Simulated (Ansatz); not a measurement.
An input meant for the cluster Li12 (charge 0, singlet).

```yaml
crystal:
  periodic: [true, true, true]
  atoms:
    - {symbol: Li, position_ang: [-0.114991, 2.373151, 0.579360]}
    - {symbol: Li, position_ang: [-2.805970, -1.592377, -1.470613]}
    - {symbol: Li, position_ang: [-3.099565, 1.624903, -0.934227]}
    - {symbol: Li, position_ang: [1.032127, -1.895040, -1.185301]}
    - {symbol: Li, position_ang: [1.100011, -0.216042, 1.639473]}
    - {symbol: Li, position_ang: [2.071592, 0.787706, -0.703324]}
    - {symbol: Li, position_ang: [-0.615268, 0.633558, -2.748633]}
    - {symbol: Li, position_ang: [-0.969814, -2.529937, 0.983986]}
    - {symbol: Li, position_ang: [-2.465031, 0.200067, 1.703947]}
    - {symbol: Li, position_ang: [3.688032, -1.296075, 0.727853]}
    - {symbol: Li, position_ang: [-0.931031, -0.100888, -0.336765]}
    - {symbol: Li, position_ang: [3.109897, 2.010953, 1.744234]}
basis:
  gaussian: {orbitals: def2-SVP}
hamiltonian: {xc: {name: wB97M-V}}
scf: {omitted_lower_state_checks: [starts]}
```

```sh
$ ansatz run in.yaml --threads 4 --pin off --events-out ev --progress --plain --max-ram 3916MiB
```

It prints (some lines left out):

```
Error: YAML parse error: error: line 2 column 3: crystal: missing field `lattice` (a structure is typed as `lattice` and `atoms`, a molecule's as `atoms` in Å alone, or read from a run's directory, `checkpoint`)
 --> <input>:2:3
1 | crystal:
2 |   periodic: [true, true, true]
3 |   atoms:
4 |     - {symbol: Li, position_ang: [-0.114991, 2.373151, 0.579360]}
```

In this input the species is marked periodic without a cell. The input was rejected before any iteration.
